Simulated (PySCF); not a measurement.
A structure optimised at PBE0-D3(BJ)/def2-SVP, used in a PySCF frequency run:

```xyz
7

Zr     0.0197     0.0876    -0.1403
Cl    -0.2121     1.3503     1.8279
Cl     1.9771    -1.1942    -0.0237
Cl    -1.9480    -1.1187    -0.5404
N      0.2438     1.3430    -1.6654
H      1.1312     1.7212    -1.9949
H     -0.5133     1.7385    -2.2216
```
Charge 0, spin multiplicity 1.

Question: Write its SMILES and formula.

Answer: [NH2][Zr]([Cl])([Cl])[Cl], Cl₃H₂NZr

Question: What are its rotational constants (standard atomic weights)?

Answer: 1.3746, 1.2903, 0.94541 GHz
